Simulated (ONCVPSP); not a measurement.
## Building the ONCV potential for fluorine (PBE, scalar-relativistic).

ONCVPSP 4.0.1 input, shortened (lines: element, Z, core and valence counts, functional; n l f; lmax; l rc ep ncon nbas qcut; lloc lpopt rc5 dvloc0; l nproj debl; icmod fcfact rcfact), PBE, scalar-relativistic:

```
  F 9.00    1    2        4      upf
    1    0    2.00
    2    0    2.00
    2    1    5.00
    2
    0    0.80    0.00    3    7    8.30
    1    1.15    0.00    4    7   12.30
    2    1.15    0.03    5    9    8.10
    4    5    0.65    3.00
    0    1    3.40
    1    2    2.50
    2    2    1.30
    1    0.65    0.00
```

All-electron outer shells of the reference configuration (PBE, scalar-relativistic, ld1.x):

```csv
shell,level (eV),outermost node (bohr),outermost maximum (bohr)
1s,-663.37,–,0.11
2s,-29.90,0.24,0.76
2p,-11.11,–,0.71
```

**Question.** Estimate the cutoffs (Ha) at which the residual kinetic energy of the hardest occupied pseudo-wave falls to 1 and 0.1 mHa per electron.

**Answer.** 65 Ha and 218 Ha.

**Question.** What does a ghost test show?

**Answer.** No bound ghost flagged; no localised positive-energy state flagged.

**Question.** Which valence shell sets the plane-wave cutoff?

**Answer.** 2s: 65 Ha for 1 mHa per electron, against 51 Ha for 2p.

**Question.** Tests: 2s2 2p4; 2s2 2p3; 2s2 2p2; 2s2 2p4.5. Which has the largest error in its energy relative to the reference configuration, and how large is it?

**Answer.** 2s2 2p2, with +397 meV (all-electron minus pseudo) on +118.41 eV.
